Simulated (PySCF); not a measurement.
Question: Write Cartesian coordinates for `C#CC[N+](C)(C)[GaH3-]` as optimised with B3LYP/def2-SV(P).

Answer: 
```xyz
19
C5H12GaN angstrom
C      5.753   -1.321   -0.611
C      4.603   -0.941   -0.580
C      3.210   -0.477   -0.541
N      2.189   -1.559   -0.492
C      2.323   -2.374    0.733
C      2.244   -2.410   -1.698
Ga     0.217   -0.571   -0.443
H      6.776   -1.649   -0.639
H      2.994    0.142   -1.429
H      3.052    0.168    0.340
H      1.503   -3.108    0.765
H      2.242   -1.721    1.616
H      3.294   -2.904    0.758
H      3.212   -2.940   -1.772
H      1.426   -3.146   -1.654
H      2.103   -1.784   -2.594
H      0.317    0.216   -1.825
H      0.410    0.271    0.896
H     -0.700   -1.870   -0.385
```

Any rigid rotation of these coordinates is as good. Atoms count from 1 in this order. Ga7 (gallium bonded to N and 3 H) is distorted tetrahedral (angles from 98.4° to 118.1°). Of the pairs four or more bonds apart, C2···H14 is among the closest relative to their van der Waals radii: 2.71 Å, 94 % of the sum of Bondi's values. The 2 C–C bonds span 1.211 Å (C1≡C2, drawn triple) to 1.469 Å (C2–C3, drawn single), a spread of 0.258 Å. N4 (nitrogen bonded to 3 C and Ga) is tetrahedral (angles from 106.8° to 111.5°).

Bonds between heavy atoms (Å): C1≡C2 1.211, C2–C3 1.469, C3–N4 1.488, N4–C5 1.477, N4–C6 1.477, N4–Ga7 2.206.

Theory: B3LYP/def2-SV(P) geometry optimisation, gas phase (PySCF 2.14.0).

Point group: Cs (every atom within 0.08 Å of its image). No frequency check. One conformer, not necessarily the lowest (C2–C3–N4–C5 62°).
